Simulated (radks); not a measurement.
Values are calculated unless marked as measured or tabulated.
Task: Species: the tungsten ion W4+. Configuration: [Kr] 4d10 4f14 5s2 5p5 5d2 6p1 (not the ground configuration). Level of theory: scalar-relativistic Kohn-Sham, BLYP, spin-polarised, spherical densities, finite nucleus; open shells are filled with parallel spins first (spin-orbit coupling, left out, can overturn this in heavy ions); Fermi nuclear charge, rms radius 5.3658 fm (a radial shooting solver on a logarithmic mesh with Libxc functionals). Some entries of the table are withheld. Estimate them.

| orbital | occ. | eigenvalue (hartree) | r(max) (bohr) | <r^2> (bohr^2) |
|---|---|---|---|---|
| 1s up | 1 | -2555.180 | 0.01146 | 0.0004631 |
| 1s down | 1 | -2555.175 | 0.01146 | 0.0004631 |
| 2s up | 1 | -442.6399 | 0.06568 | 0.007121 |
| 2s down | 1 | -442.6326 | 0.06568 | 0.007121 |
| 2p up | 3 | -387.4636 | 0.05388 | 0.005890 |
| 2p down | 3 | -387.4558 | 0.05388 | 0.005890 |
| 3s up | 1 | -103.3952 | 0.1853 | 0.04623 |
| 3s down | 1 | -103.3911 | 0.1853 | 0.04623 |
| 3p up | 3 | -87.04880 | 0.1834 | 0.04698 |
| 3p down | 3 | -87.04398 | 0.1834 | 0.04698 |
| 3d up | 5 | -68.21784 | 0.1493 | 0.03897 |
| 3d down | 5 | -68.21140 | 0.1493 | 0.03897 |
| 4s up | 1 | -22.83129 | 0.4206 | 0.2282 |
| 4s down | 1 | -22.82117 | 0.4206 | 0.2282 |
| 4p up | 3 | -17.46784 | 0.4411 | 0.2600 |
| 4p down | 3 | -17.45765 | 0.4411 | 0.2598 |
| 4d up | 5 | -10.66320 | 0.4521 | 0.3032 |
| 4d down | 5 | -10.65074 | 0.4521 | 0.3025 |
| 5s up | 1 | -4.78344 | 0.9586 | 1.239 |
| 5s down | 1 | -4.70237 | 0.9548 | 1.231 |
| 5p up | 3 | -3.42321 | 1.079 | 1.637 |
| 5p down | 2 | -3.33163 | 1.074 | 1.633 |
| 4f up | 7 | -3.11918 | 0.4284 | 0.4536 |
| 4f down | 7 | -3.09612 | 0.4281 | 0.4455 |
| 5d up | 2 | (1) | 1.363 | 2.910 |
| 5d down | 0 | (2) | 1.364 | 2.967 |
| 6s up | 0 | -1.54527 | 2.217 | 6.246 |
| 6s down | 0 | -1.48374 | 2.227 | 6.336 |
| 6p up | 1 | -1.19994 | 2.597 | 8.527 |
| 6d up | 0 | -0.77623 | 3.486 | 15.05 |
| 5f up | 0 | -0.73106 | 2.667 | 10.62 |
| 7p up | 0 | -0.60673 | 5.092 | 28.90 |

Result: 
(1) 5d up eigenvalue (hartree): -1.82214
(2) 5d down eigenvalue (hartree): -1.73090
